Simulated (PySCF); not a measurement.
C₆H₁₂O₂ (SMILES COC(=O)C(C)(C)C), singlet, at a GFN2-xTB geometry; BLYP/STO-3G (PySCF).

Here is a job for PySCF.
```python
from pyscf import gto, scf, dft

mol = gto.Mole()
mol.atom = '''
    C     2.65959853    0.31981790   -0.51708838
    O     1.42608891    0.33433299    0.18513904
    C     0.35802587   -0.10680283   -0.49433264
    O     0.42075051   -0.49494876   -1.63071597
    C    -0.90874807   -0.04760940    0.35209156
    C    -1.14663063    1.40796673    0.76787169
    C    -0.70468056   -0.92280920    1.59323199
    C    -2.08515330   -0.56345970   -0.47481904
    H     2.91882979   -0.70046035   -0.80731888
    H     2.59040014    0.93251231   -1.41826051
    H     3.40380986    0.72395988    0.16440464
    H    -2.04615874    1.47492446    1.37569236
    H    -1.27513290    2.03881900   -0.10917489
    H    -0.30497609    1.78095682    1.34557483
    H    -1.59744528   -0.89532781    2.21397325
    H    -0.51645287   -1.95494588    1.30513262
    H     0.13905713   -0.56420998    2.17700645
    H    -2.99929554   -0.52861782    0.11246175
    H    -2.21545976    0.04309556   -1.36728322
    H    -1.90636200   -1.58840109   -0.78932378
'''
mol.basis = 'sto-3g'
mol.verbose = 4
mol.build()

mf = dft.RKS(mol)
mf.xc = 'blyp'
mf.conv_tol = 1e-12
mf.kernel()
```

What does PySCF print? Leave out banner, timings and long lists.


```
PySCF version 2.14.0

[INPUT] verbose = 4
[INPUT] num. atoms = 20
[INPUT] num. electrons = 64
[INPUT] charge = 0
[INPUT] spin (= nelec alpha-beta = 2S) = 0
[INPUT] symmetry False subgroup None
[INPUT] Mole.unit = angstrom
[INPUT] Symbol           X                Y                Z      unit          X                Y                Z       unit  Magmom
[...]
nuclear repulsion = 413.319054185768
number of shells = 36
number of NR pGTOs = 156
number of NR cGTOs = 52
basis = sto-3g
ecp = {}

******** <class 'pyscf.dft.rks.RKS'> ********
method = RKS
initial guess = minao
damping factor = 0
level_shift factor = 0
DIIS = <class 'pyscf.scf.diis.CDIIS'>
diis_start_cycle = 1
diis_space = 8
diis_damp = 0
SCF conv_tol = 1e-12
SCF conv_tol_grad = None
SCF max_cycles = 50
direct_scf = True
direct_scf_tol = 1e-13
XC library pyscf.dft.libxc version 7.1.2
    S. Lehtola, C. Steigemann, M. J. T. Oliveira, and M. A. L. Marques,  SoftwareX 7, 1–5 (2018)
XC functionals = blyp
    A. D. Becke,  Phys. Rev. A 38, 3098 (1988)
    C. Lee, W. Yang, and R. G. Parr,  Phys. Rev. B 37, 785 (1988)
    B. Miehlich, A. Savin, H. Stoll, and H. Preuss,  Chem. Phys. Lett. 157, 200 (1989)
radial grids:
    Treutler-Ahlrichs [JCP 102, 346 (1995); DOI:10.1063/1.469408] (M4) radial grids

becke partition: Becke, JCP 88, 2547 (1988); DOI:10.1063/1.454033
pruning grids: <function nwchem_prune>
grids dens level: 3
symmetrized grids: False
atomic radii adjust function: <function treutler_atomic_radii_adjust>
small_rho_cutoff = 0
Set gradient conv threshold to 1e-06
Initial guess from minao.
tot grids = 230568
init E= -381.997151436798
[...]
cycle= 1 E= -380.971663936596  delta_E= 1.03  |g|= 0.777  |ddm|= 5.54
[...]
cycle= 2 E= -380.154288504214  delta_E= 0.817  |g|= 1.94  |ddm|= 3.02
[...]
cycle= 3 E= -381.041673614897  delta_E= -0.887  |g|= 0.667  |ddm|=  2.5
[...]
cycle= 4 E= -381.159115709885  delta_E= -0.117  |g|= 0.138  |ddm|= 0.931
[...]
cycle= 5 E= -381.164744455377  delta_E= -0.00563  |g|= 0.0358  |ddm|= 0.198
[...]
cycle= 6 E= -381.165113546976  delta_E= -0.000369  |g|= 0.00508  |ddm|= 0.0461
[...]
cycle= 7 E= -381.165120127537  delta_E= -6.58e-06  |g|= 0.00167  |ddm|= 0.00751
[...]
cycle= 8 E= -381.165120960737  delta_E= -8.33e-07  |g|= 0.000497  |ddm|= 0.00248
[...]
cycle= 9 E= -381.165121038252  delta_E= -7.75e-08  |g|= 0.000101  |ddm|= 0.000654
[...]
cycle= 10 E= -381.16512104106  delta_E= -2.81e-09  |g|= 9.4e-06  |ddm|= 0.000117
[...]
cycle= 11 E= -381.165121041086  delta_E= -2.52e-11  |g|= 2.97e-06  |ddm|= 1.41e-05
[...]
cycle= 12 E= -381.165121041089  delta_E= -3.52e-12  |g|= 3.14e-07  |ddm|= 4.2e-06
[...]
cycle= 13 E= -381.16512104109  delta_E= -1.36e-12  |g|= 8.14e-08  |ddm|= 6.28e-07
[...]
cycle= 14 E= -381.165121041088  delta_E= 2.73e-12  |g|= 1.3e-08  |ddm|= 1.33e-07
[...]
cycle= 15 E= -381.165121041087  delta_E= 1.14e-12  |g|= 4.06e-09  |ddm|= 1.66e-08
[...]
cycle= 16 E= -381.165121041088  delta_E= -1.82e-12  |g|= 2.22e-09  |ddm|= 3.12e-09
[...]
cycle= 17 E= -381.165121041087  delta_E= 1.59e-12  |g|= 1.43e-09  |ddm|= 1.08e-09
[...]
cycle= 18 E= -381.165121041088  delta_E= -1.48e-12  |g|= 1.95e-09  |ddm|= 1.03e-09
[...]
cycle= 19 E= -381.165121041088  delta_E= 5.68e-13  |g|= 1.38e-09  |ddm|= 1.19e-09
[...]
Extra cycle  E= -381.165121041087  delta_E= 3.41e-13  |g|= 3.34e-09  |ddm|= 5.1e-09
converged SCF energy = -381.165121041087
```
